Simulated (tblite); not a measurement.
Q: Give a GFN2-xTB geometry of `C#C[SiH2]N[SiH2]C(F)(F)F`.

A: 
```xyz
15
C3H6F3NSi2 angstrom
C      3.5507   -0.8116   -0.5851
C      2.7253    0.0560   -0.4717
Si     1.4533    1.3865   -0.2724
N     -0.0629    0.6629    0.2290
Si    -1.0705   -0.3601   -0.6995
C     -2.5748   -0.6883    0.4778
F     -3.4047   -1.6421    0.0124
F     -2.1970   -1.0963    1.7109
F     -3.3414    0.4042    0.6778
H      4.2718   -1.5718   -0.6868
H      1.8339    2.3021    0.8037
H      1.2095    2.0110   -1.5719
H     -0.2535    0.7109    1.2184
H     -1.6145    0.3269   -1.8664
H     -0.5295   -1.6825   -1.0095
```

Orientation and origin are arbitrary. Atoms count from 1 in this order. The C–Si distances run from 1.851 Å (C2–Si3, drawn single) to 1.938 Å (Si5–C6, drawn single), a spread of 0.087 Å. The N–Si distances run from 1.710 Å (N4–Si5, drawn single) to 1.753 Å (Si3–N4, drawn single), a spread of 0.043 Å. Si3 (SiH2 silicon) is distorted tetrahedral (angles from 105.8° to 115.5°). Si5 (SiH2 silicon) is distorted tetrahedral (angles from 103.2° to 116.0°).

Bonds between heavy atoms (Å): C1≡C2 1.203, C2–Si3 1.851, Si3–N4 1.753, N4–Si5 1.710, Si5–C6 1.938, C6–F7 1.347, C6–F8 1.353, C6–F9 1.350.

The geometry is computed with GFN2-xTB (gas phase).

Point group: C1 (no symmetry element, even within 0.4 Å). Its lowest GFN2-xTB frequency is 10 cm⁻¹, too small to tell a flat minimum from a shallow saddle. One conformer, not necessarily the lowest (C2–Si3–N4–Si5 -68°, Si3–N4–Si5–C6 -178°). 3 starts were optimised and ended at 0.00, 0.06 and 0.17 kcal/mol (GFN2-xTB); the lowest of these is shown.
